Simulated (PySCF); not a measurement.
CH3O3S, SMILES S([O-])(=O)(C)=O, charge -1. Atoms are numbered in the order given.

```xyz
8

O     -1.2482     0.7206    -0.5427
S      0.0000     0.0000    -0.1704
O      0.0000    -1.4413    -0.5427
O      1.2482     0.7206    -0.5427
C      0.0000     0.0000     1.6361
H     -0.9027    -0.5212     1.9785
H      0.0000     1.0424     1.9785
H      0.9027    -0.5212     1.9785
```
Charge -1, spin multiplicity 1.

Coordinates come from a PBE0-D3(BJ)/def2-SVPD optimisation.

Two levels are set side by side: PBE/pcSseg-1 (PySCF) and KT2/pcSseg-1 (PySCF). GIAO shifts against H2O (¹⁷O), H2S (³³S), TMS (¹H), TMS (¹³C) at the same level; non-relativistic, no solvent, atoms listed together averaged. Differences are taken from unrounded values.

| quantity | KT2 | PBE | PBE minus KT2 |
|---|---|---|---|
| δ(¹⁷O) of O1, O3, O4 (ppm) | 252.1 | 259.3 | 7.3 |
| δ(³³S) of S2 (ppm) | 518.1 | 534.9 | 16.8 |
| δ(¹³C) of C5 (ppm) | 45.6 | 47.5 | 1.9 |
| δ(¹H) of H6, H7, H8 (ppm) | 2.06 | 2.13 | 0.07 |

Rough cost on one machine, each run with all the roots and properties that it gave: KT2 against PBE within a factor of 2.
